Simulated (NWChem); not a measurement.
Electron attachment to As

```xyz
1

As     0.0000     0.0000     0.0000
```
Charge 0, spin multiplicity 4.

All runs are NWChem calculations.

Basis set: def2-TZVPD. The species with one electron more has spin multiplicity 3. Δ marks differences of total energies (open shells unrestricted). −ε marks an orbital energy of the parent. That orbital need not have the symmetry of the hole or added electron in the Δ rows. The basis adds only a small set of diffuse functions.

The Hamiltonian is non-relativistic. B3LYP has NWChem's definition, with VWN1-RPA local correlation. The stability of the SCF solutions was not checked. Open-shell Hartree-Fock references start from PBE0 orbitals.

**Question.** Order these methods by the vertical electron affinity they give, lowest first: −ε(beta LUMO) of PBE, −ε(beta LUMO) of B3LYP, −ε(beta LUMO) of PBE0, −ε(beta LUMO) of HF, ΔPBE, ΔB3LYP.

**Answer.** −ε(beta LUMO) of HF (-1.38 eV), ΔPBE (0.32 eV), ΔB3LYP (0.45 eV), −ε(beta LUMO) of PBE0 (2.53 eV), −ε(beta LUMO) of B3LYP (3.12 eV), −ε(beta LUMO) of PBE (3.56 eV)
